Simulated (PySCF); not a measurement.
# Complete the spectrum of C6H5ClO

Compound: C6H5ClO.
Geometry (GFN2-xTB, Å), atoms numbered from 1 in this order:
```
atom  x, y, z in Å
C1    -2.4589   -0.4823   -0.0957
C2    -1.5007    0.4392   -0.1116
C3    -0.0955    0.1437   -0.0170
O4     0.3513   -1.1280    0.0935
C5     1.6887   -1.0913    0.1618
C6     2.1501    0.1877    0.0985
C7     0.9927    0.9924   -0.0179
Cl8    0.9522    2.6958   -0.1367
H9    -3.4980   -0.2167   -0.1691
H10   -2.2241   -1.5291   -0.0083
H11   -1.7286    1.4921   -0.1982
H12    2.2019   -2.0278    0.2534
H13    3.1646    0.5248    0.1295
```

The calculation used TDDFT PBE0/def2-SVPD, vertical, gas phase, core orbitals frozen in the response in PySCF 2.14.0, density-fitted response routines.

Orbital energies (eV): HOMO-3 -9.12, HOMO-2 -9.00, HOMO-1 -8.07, HOMO -6.33, LUMO -1.21, LUMO+1 0.68, LUMO+2 0.79.

Lowest singlets, with some entries withheld (?).

```
state  E (eV)  f  main configurations (H = HOMO, L = LUMO)
   S1    4.77  ?                                 H→L (98%)
   S2    5.79  ?                  H-1→L (70%), H→L+2 (27%)
   S3    5.81  ?                               H→L+1 (96%)
   S4    6.15  ?                               H→L+3 (97%)
   S5    6.37  ?     H→L+2 (55%), H-1→L (24%), H-2→L (16%)
   S6    6.63  ?                               H→L+4 (93%)
   S7    6.67  ?                               H-3→L (98%)
   S8    6.83  ?                               H→L+5 (91%)
```

Task: What stands in place of each question mark?

Result: 
- S1: f = 0.440
- S2: f = 0.016
- S3: f = 0.0025
- S4: f = 0.023
- S5: f = 0.133
- S6: f = 0.0000
- S7: f = 0.0003
- S8: f = 0.0016

Task: How far apart are S6 and S8, in eV and cm⁻¹?

Result: 6.832 − 6.629 = 0.203 eV, or about 1640 cm⁻¹.

Task: Which level carries the most intensity, and what share of the listed sum of f?

Result: S1, with f = 0.440 of 0.616, 71%.

Task: What is the mean static polarisability from the same response equations?

Result: 91.5 au (13.55 Å³), with principal values 53.4, 94.9 and 126.0 au.

The run took 35 s of wall time on an Arm Neoverse V1 with one thread (shared host).

One conformer stands for the species.
